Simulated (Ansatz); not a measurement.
Ligand exchange: NaNH2 + C2H8OSi → NaOH + C2H9NSi

Species: NaNH2 `[NH2][Na]`, singlet; C2H8OSi `CC[SiH2]O`, singlet; NaOH `[OH][Na]`, singlet; C2H9NSi `CC[SiH2]N`, singlet. The partners trade NH2 for OH: Na–NH2 and Si–OH bonds give way to Na–OH and Si–NH2.

Shapes, held fixed at every level: PBE0-D4/def2-TZVP. Flexible molecules stand in one conformer, not always the lowest. Programs: Ansatz 0.2.0. The zero-point and thermal change to 298 K, harmonic and unscaled (PBE0-D4/def2-TZVP), is +3.3 kJ/mol.

Q: Estimate ΔH(298 K) of this reaction.

A: The highest level, CCSD(T)/def2-TZVPP, gives ΔH(298 K) = -22.5 kJ/mol; the levels span -33.2 to -21.2. The column of differences is taken from that level and isn't an error. No measured value is set beside it here. Outer-core shells of Na are correlated, in sets that cover them unevenly.

```tsv
level	kind	ΔH(298 K) (kJ/mol)	less CCSD(T)/def2-TZVPP
PBE-D4/def2-TZVPP	GGA	-21.2	+1.3
PBE0-D4/def2-TZVPP	global hybrid	-24.9	-2.4
r2SCAN0-D4/def2-TZVPP	global hybrid	-26.4	-3.9
wB97M-V/def2-TZVPP	range-separated hybrid	-23.1	-0.6
MP2/def2-TZVPP	perturbation theory	-25.2	-2.7
CCSD/def2-SVP	coupled cluster or CI	-33.2	-10.7
CCSD/def2-TZVPP	coupled cluster or CI	-23.8	-1.3
CCSD(T)/def2-TZVPP	coupled cluster or CI	-22.5	0.0
```
